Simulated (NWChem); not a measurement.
Program: NWChem. System: C₂Cl₃, charge 0, spin multiplicity 2, displaced from the optimised geometry. The structure started from a generated list of species. Its SCF solution wasn't tested for a lower state.

Job file:

```
start mol
memory heap 200 mb stack 900 mb global 1100 mb
geometry units angstroms nocenter noautoz
  Cl    -2.420343    -0.225392     0.000000
  C     -0.798957    -0.730367     0.000000
  C      0.422653    -0.136207     0.000000
  Cl     0.648029     1.633583     0.000000
  Cl     1.905127    -1.102341     0.000000
  symmetry group Cs
end
basis spherical
  * library def2-svp
end
dft
  xc pbe0
  odft
  mult 2
  semidirect memsize 60000000 filesize 0
  iterations 100
  convergence nodiis damp 40
end
task dft gradient
```

The output up to the point where the run's verdict is printed (cleaned and shortened):

```
             Northwest Computational Chemistry Package (NWChem) 7.3.0
             --------------------------------------------------------

                                NWChem Input Module
                                -------------------

 Scaling coordinates for geometry "geometry" by  1.889725989
 (inverse scale =  0.529177249)

 Turning off AUTOSYM since
 SYMMETRY directive was detected!

                             Geometry "geometry" -> ""
                             -------------------------

 Output coordinates in angstroms (scale by  1.889725989 to convert to a.u.)

  No.       Tag          Charge          X              Y              Z
 ---- ---------------- ---------- -------------- -------------- --------------
    1 Cl                  17.0000    -2.42034300    -0.22539200     0.00000000
    2 C                    6.0000    -0.79895700    -0.73036700     0.00000000
    3 C                    6.0000     0.42265300    -0.13620700     0.00000000
    4 Cl                  17.0000     0.64802900     1.63358300     0.00000000
    5 Cl                  17.0000     1.90512700    -1.10234100     0.00000000

 Effective nuclear repulsion energy (a.u.)     292.8633532911

            Nuclear Dipole moment (a.u.)
            ----------------------------
        X                 Y               Z
 ---------------- ---------------- ----------------
    -0.0000056692     0.0000113384     0.0000000000

      Symmetry information
      --------------------

 Group name             Cs
 Group number              2
 Group order               2
 No. of unique centers     5

      Symmetry unique atoms

     1    2    3    4    5


 Summary of "ao basis" -> "" (spherical)
 ------------------------------------------------------------------------------
       Tag                 Description            Shells   Functions and Types
 ---------------- ------------------------------  ------  ---------------------
 *                          def2-svp                  on all atoms

                                 NWChem DFT Module
                                 -----------------
[...]
 d= 0,ls=0.5         73  -1147.6740267284  3.01D+01  9.83D-01              11.3
                                                     7.65D-01
 d= 0,ls=0.5         74  -1177.7826598923 -3.01D+01  9.83D-01              11.5
                                                     7.65D-01
 d= 0,ls=0.5         75  -1147.6740267284  3.01D+01  9.83D-01              11.7
                                                     7.65D-01
 d= 0,ls=0.5         76  -1177.7826598923 -3.01D+01  9.83D-01              11.8
                                                     7.65D-01
 d= 0,ls=0.5         77  -1147.6740267284  3.01D+01  9.83D-01              12.0
                                                     7.65D-01
 d= 0,ls=0.5         78  -1177.7826598923 -3.01D+01  9.83D-01              12.2
                                                     7.65D-01
 d= 0,ls=0.5         79  -1147.6740267285  3.01D+01  9.83D-01              12.3
                                                     7.65D-01
 d= 0,ls=0.5         80  -1177.7826598923 -3.01D+01  9.83D-01              12.5
                                                     7.65D-01
 d= 0,ls=0.5         81  -1147.6740267284  3.01D+01  9.83D-01              12.6
                                                     7.65D-01
 d= 0,ls=0.5         82  -1177.7826598923 -3.01D+01  9.83D-01              12.8
                                                     7.65D-01
 d= 0,ls=0.5         83  -1147.6740267284  3.01D+01  9.83D-01              13.0
                                                     7.65D-01
 d= 0,ls=0.5         84  -1177.7826598923 -3.01D+01  9.83D-01              13.1
                                                     7.65D-01
 d= 0,ls=0.5         85  -1147.6740267284  3.01D+01  9.83D-01              13.3
                                                     7.65D-01
 d= 0,ls=0.5         86  -1177.7826598923 -3.01D+01  9.83D-01              13.5
                                                     7.65D-01
 d= 0,ls=0.5         87  -1147.6740267284  3.01D+01  9.83D-01              13.6
                                                     7.65D-01
 d= 0,ls=0.5         88  -1177.7826598923 -3.01D+01  9.83D-01              13.8
                                                     7.65D-01
 d= 0,ls=0.5         89  -1147.6740267284  3.01D+01  9.83D-01              14.0
                                                     7.65D-01
 d= 0,ls=0.5         90  -1177.7826598923 -3.01D+01  9.83D-01              14.1
                                                     7.65D-01
 d= 0,ls=0.5         91  -1147.6740267285  3.01D+01  9.83D-01              14.3
                                                     7.65D-01
 d= 0,ls=0.5         92  -1177.7826598923 -3.01D+01  9.83D-01              14.4
                                                     7.65D-01
 d= 0,ls=0.5         93  -1147.6740267284  3.01D+01  9.83D-01              14.6
                                                     7.65D-01
 d= 0,ls=0.5         94  -1177.7826598923 -3.01D+01  9.83D-01              14.8
                                                     7.65D-01
 d= 0,ls=0.5         95  -1147.6740267284  3.01D+01  9.83D-01              14.9
                                                     7.65D-01
 d= 0,ls=0.5         96  -1177.7826598923 -3.01D+01  9.83D-01              15.1
                                                     7.65D-01
 d= 0,ls=0.5         97  -1147.6740267284  3.01D+01  9.83D-01              15.2
                                                     7.65D-01
 d= 0,ls=0.5         98  -1177.7826598923 -3.01D+01  9.83D-01              15.4
                                                     7.65D-01
 d= 0,ls=0.5         99  -1147.6740267284  3.01D+01  9.83D-01              15.6
                                                     7.65D-01
 d= 0,ls=0.5        100  -1177.7826598923 -3.01D+01  9.83D-01              15.7
                                                     7.65D-01
```

The run did not converge; its last values are not results. The next line reads: Calculation failed to converge. NWChem stopped with the message: dft gradient failed.
